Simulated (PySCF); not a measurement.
**Energy of As²⁺ (arsenic, charge +2) between two integer charges**

The 4p alpha orbital of [Ar] 3d10 4s2 4p1 is emptied in steps (occupation f), with all orbitals relaxed, ending at [Ar] 3d10 4s2. Calculation: PySCF 2.14, in aug-cc-pVTZ-DK; scalar relativity by spin-free X2C-1e. The exact energy is a straight line in f; departures are measured from the line between the end points of the same method.

Problem. Among UHF, LDA, PBE, PBE0, r2SCAN, LC-wPBE, BHandHLYP, wB97X, MN15, HSE06, which shows the largest delocalisation error (convex curve), and which is closest to linear?

Solution. Most convex: LDA (-1.261 eV at f = 0.5); closest to linear: UHF (0.080 eV).

```csv
f,UHF (eV),LDA (eV),PBE (eV),PBE0 (eV),r2SCAN (eV),LC-wPBE (eV),BHandHLYP (eV),wB97X (eV),MN15 (eV),HSE06 (eV)
1,0.000,0.000,0.000,0.000,0.000,0.000,0.000,0.000,0.000,0.000
0.9,0.029,-0.454,-0.440,-0.323,-0.418,-0.071,-0.218,-0.107,-0.265,-0.363
0.7,0.068,-1.059,-1.025,-0.750,-0.966,-0.162,-0.508,-0.251,-0.612,-0.846
0.5,0.080,-1.261,-1.216,-0.887,-1.134,-0.187,-0.602,-0.301,-0.719,-1.005
0.3,0.067,-1.057,-1.017,-0.739,-0.934,-0.151,-0.504,-0.256,-0.595,-0.841
0.1,0.028,-0.451,-0.433,-0.314,-0.388,-0.062,-0.215,-0.111,-0.251,-0.358
0,0.000,0.000,0.000,0.000,0.000,0.000,0.000,0.000,0.000,0.000
```

```
   method  E(f=0) − E(f=1) (eV)  −ε at f=1 (eV)  −ε at f=0.5 (eV)
      UHF                27.487          27.814            27.484
      LDA                28.255          23.217            28.261
      PBE                28.081          23.191            28.105
     PBE0                28.115          24.523            28.145
   r2SCAN                28.311          23.656            28.403
  LC-wPBE                28.272          27.472            28.303
BHandHLYP                28.078          25.654            28.089
    wB97X                27.985          26.801            27.970
     MN15                28.221          25.263            28.271
    HSE06                28.134          24.094            28.148
```

Reference removal energy between the ground levels: 28.349 ± 0.012 eV (measured; NIST Atomic Spectra Database, ionization energies). The calculation has no spin-orbit coupling. UHF lacks correlation.
